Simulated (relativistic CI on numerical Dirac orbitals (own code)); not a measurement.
## Cr+: L2,3 absorption edge

Computed with this model: Dirac-Coulomb-Breit CI, orbitals from a KLI potential per configuration, a model potential for QED, multiplet model of core-to-valence dipole absorption, unscaled Slater integrals; configurations [Ar] 3d5 → [He] 2s2 2p5 3s2 3p6 3d6; 300 K; Lorentzian 0.24 eV and Gaussian 0.3 eV FWHM. Energies are those of the free ion, without screening or charge transfer. The branching ratio is the share of the lower-energy edge in the whole absorption, uncertain by about 0.02 where the edges overlap. S is read from ⟨S²⟩ = S(S + 1).

Field parameters in Wybourne normalisation: D3d B²₀ = −7Dσ, B⁴₀ = −14Dq − 21Dτ, B⁴₃ = −14√(10/7) Dq; Oh B⁴₀ = 21Dq, B⁴₄ = √(5/14) B⁴₀; Td as Oh with Dq negative (B⁴₀ = 21Dq, B⁴₄ = √(5/14) B⁴₀). The field is a parameter set, without covalency.

free ion: ground-state S = 2.50, centroid 578.60 eV. Peaks (eV, height): 575.9 (100), 577.1 (40), 579.7 (15), 584.7 (15), 586.4 (26).

Td, 10Dq = -3900 cm⁻¹: ground-state S = 2.50, centroid 578.59 eV. Peaks (eV, height): 575.9 (100), 577.2 (38), 579.7 (14), 584.8 (14), 586.4 (21).

D3d, 10Dq = 14400, Dσ = -1040, Dτ = 60 cm⁻¹: ground-state S = 2.50, centroid 578.58 eV. Peaks (eV, height): 574.6 (38), 576.4 (100), 577.7 (24), 578.7 (9), 579.7 (7), 583.9 (12), 585.9 (15), 587.1 (12).

D3d, 10Dq = 6400, Dσ = -1160, Dτ = -200 cm⁻¹: ground-state S = 2.50, centroid 578.59 eV. Peaks (eV, height): 576.0 (100), 577.1 (35), 579.7 (11), 584.1 (11), 585.0 (12), 586.6 (20).

Oh, 10Dq = 5900 cm⁻¹: ground-state S = 2.50, centroid 578.59 eV. Peaks (eV, height): 574.9 (15), 575.9 (100), 577.2 (32), 579.6 (11), 584.3 (13), 585.0 (10), 586.5 (17).

D3d, 10Dq = 9850, Dσ = -40, Dτ = -80 cm⁻¹: ground-state S = 2.50, centroid 578.59 eV. Peaks (eV, height): 574.7 (25), 576.1 (100), 577.5 (26), 579.6 (10), 580.3 (6), 584.1 (13), 585.4 (9), 585.9 (13), 586.3 (12), 586.8 (14).

Strongest unbroadened transitions for D3d, 10Dq = 9850, Dσ = -40, Dτ = -80 cm⁻¹:

```
Energy (eV)  Relative strength
     574.63               13.1
     574.67               12.8
     574.76               15.6
     574.77               15.4
     574.86               18.1
     575.99               19.4
     576.03               33.4
     576.04               20.5
     576.07               36.0
     576.08               81.0
     576.13              100.0
     576.52               23.0
     576.54               11.6
     576.67               21.4
     576.88               15.0
     577.49               18.3
     586.82               13.8
     586.97               12.4
```
